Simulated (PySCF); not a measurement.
Cl2OTi, multiplicity 1. Atoms are numbered in the order given.

```xyz
4

Ti     0.0000     0.0000     0.3065
Cl     0.0000     2.0025    -0.6380
Cl     0.0000    -2.0025    -0.6380
O      0.0000     0.0000     1.8686
```
Charge 0, spin multiplicity 1.

The structure is a stationary point at ωB97X-D3(BJ)/def2-SVP. The spin state was assumed, not searched. The isomer is the one that the SMILES or the coordinates give; other isomers of the formula were not compared.

All values below come from PBE/def2-TZVPD (PySCF).

Symmetry labels are those of the subgroup C2v that the program uses (full group C2v).

Computed valence orbital energies around the gap with their symmetry:
```tsv
orbital	symmetry	energy (eV)
HOMO−7	A1	-9.67
HOMO−6	B1	-9.50
HOMO−5	A1	-9.43
HOMO−4	A2	-8.73
HOMO−3	B2	-8.70
HOMO−2	B1	-8.51
HOMO−1	A1	-8.20
HOMO	B2	-7.94
LUMO	A1	-4.87
LUMO+1	A2	-4.55
LUMO+2	B1	-3.17
LUMO+3	B2	-2.06
```
